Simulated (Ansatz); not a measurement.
Reaction (formal exchange of groups at the Sn–C bond): `N#[C][Sn]([Cl])([Cl])[Cl]` + acetylene → `C#[C][Sn]([Cl])([Cl])[Cl]` + `C#N`

Gas-phase electronic energies from Ansatz, PBE0-D4/def2-TZVP geometries. CCSD(T)/CBS is the MP2 limit (def2-TZVPP, def2-QZVPP) plus CCSD(T) − MP2 in def2-TZVPP, frozen cores. This one scheme is used for every species. Functionals use def2-TZVPP. B3LYP here is the variant with VWN-RPA as its local correlation; programs differ in this. Elements past krypton have def2 core potentials. For Sn outer-core shells are correlated without core-valence functions, which leaves a few kJ/mol of doubt a bond.

**Question.** Is it downhill or uphill in electronic energy at CCSD(T)/CBS, and by how much? (Best estimate.)

**Answer.** Ansatz gave: Downhill: ΔE = -3.0 kcal/mol.

**Question.** What do these levels give: PBE-D4, revPBE-D4, B3LYP-D4, r2SCANh-D4, PBE, BLYP, B3LYP, r2SCAN0, RPA@PBE/def2-TZVPP, MP2/def2-SVP, HF/CBS(def2), CCSD/CBS(def2)? (An estimate is asked.)

**Answer.** The calculation gave: PBE-D4 -2.2, revPBE-D4 -2.2, B3LYP-D4 -2.4, r2SCANh-D4 -2.7, PBE -2.0, BLYP -1.6, B3LYP -2.0, r2SCAN0 -2.7, RPA@PBE/def2-TZVPP -3.0, MP2/def2-SVP -2.9, HF/CBS(def2) -2.5, CCSD/CBS(def2) -2.9 kcal/mol.

Largest T1 diagnostic among the species: 0.014.

Leaving LDA and LC-ωPBE aside and taking each functional with its dispersion term where it has one, the values, not all of them listed here, spread over 1.1 kcal/mol, from PBE-QIDH to BLYP-D4. From BLYP to BHLYP (50 % exact exchange), in def2-TZVPP and without D4, ΔE moves by −0.8 kcal/mol.
